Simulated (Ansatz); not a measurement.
Computed with Ansatz on PBE0-D4/def2-TZVP structures; ΔE is electronic, products minus reactants. CBS: MP2 limit from def2 TZ/QZ plus the TZ coupled-cluster correction, frozen cores. DFT in def2-TZVPP. B3LYP here is the variant with VWN-RPA as its local correlation; programs differ in this. Each species was taken in one conformer, which may not be the lowest.

Reaction (cleavage of the Si–Si bond): `[SiH3][SiH]1NC[SiH2]1` + `OC([SiH3])S` → `[SiH3]OC([SiH3])S` + `C1N[SiH2][SiH2]1`

`[SiH3][SiH]1NC[SiH2]1`:

Z-matrix (Å, degrees):
```
Si
Si 1 2.346
H 1 1.489 2 110.3
H 1 1.490 2 110.5 3 120.0
H 1 1.491 2 111.4 3 -119.9
N 2 1.733 1 115.6 3 55.9
Si 2 2.330 1 120.1 3 -32.7
H 2 1.497 1 107.6 3 -173.8
C 6 1.465 2 110.5 1 -115.7
H 6 1.007 2 130.8 1 59.6
H 7 1.488 2 119.6 1 0.4
H 7 1.488 2 120.1 1 -138.5
H 9 1.097 6 113.2 2 116.7
H 9 1.097 6 112.9 2 -120.4
```

`OC([SiH3])S`:

Z-matrix (Å, degrees):
```
C
Si 1 1.905
S 1 1.793 2 107.2
O 1 1.419 2 112.4 3 120.8
H 1 1.097 2 109.0 3 -116.0
H 2 1.485 1 110.6 3 75.2
H 2 1.484 1 110.0 3 -47.3
H 2 1.490 1 106.7 3 -165.9
H 3 1.345 1 97.6 2 -162.5
H 4 0.963 1 108.2 2 56.1
```

`[SiH3]OC([SiH3])S`:

Z-matrix (Å, degrees):
```
Si
O 1 1.659
H 1 1.488 2 110.1
H 1 1.482 2 104.5 3 -118.7
H 1 1.483 2 112.5 3 122.5
C 2 1.404 1 123.8 3 -40.5
S 6 1.817 2 114.5 1 -45.6
Si 6 1.896 2 109.0 1 -169.8
H 6 1.099 2 110.5 1 69.4
H 7 1.345 6 96.9 2 -71.6
H 8 1.486 6 107.8 2 69.4
H 8 1.484 6 109.0 2 -171.2
H 8 1.486 6 110.2 2 -50.5
```

`C1N[SiH2][SiH2]1`:

Z-matrix (Å, degrees):
```
C
Si 1 1.919
N 1 1.466 2 97.1
H 1 1.097 2 112.9 3 -118.7
H 1 1.097 2 112.9 3 118.7
Si 2 2.327 1 75.8 3 0.0
H 2 1.488 1 114.5 3 116.9
H 2 1.488 1 114.5 3 -116.9
H 3 1.007 1 118.4 2 180.0
H 6 1.494 2 120.7 1 -112.0
H 6 1.494 2 120.7 1 112.0
```

Task: Is it downhill or uphill in electronic energy at CCSD(T)/CBS, and by how much? (Best estimate.)

Result: The calculation gave: Downhill: ΔE = -23.4 kcal/mol.

Task: What do these levels give: PBE-D4, r2SCAN-D4, PBE0-D4, B3LYP-D4, ωB97M-V, PBE0, CCSD/def2-TZVPP, CCSD(T)/def2-TZVPP, HF/def2-QZVPP, HF/CBS(def2), MP2/CBS(def2), CCSD/CBS(def2)? (Best estimate.)

Result: Computed: PBE-D4 -17.8, r2SCAN-D4 -21.9, PBE0-D4 -19.4, B3LYP-D4 -23.7, ωB97M-V -24.3, PBE0 -19.1, CCSD/def2-TZVPP -24.1, CCSD(T)/def2-TZVPP -23.6, HF/def2-QZVPP -28.4, HF/CBS(def2) -28.5, MP2/CBS(def2) -25.4, CCSD/CBS(def2) -23.9 kcal/mol.

Largest T1 diagnostic among the species: 0.013.

In def2-TZVPP, CCSD(T) changes the Hartree–Fock value by +4.5 kcal/mol (the triples alone add +0.5 kcal/mol) and MP2 by +2.5 kcal/mol. From PBE to PBE0 (25 % exact exchange), in def2-TZVPP and without D4, ΔE moves by −1.7 kcal/mol.
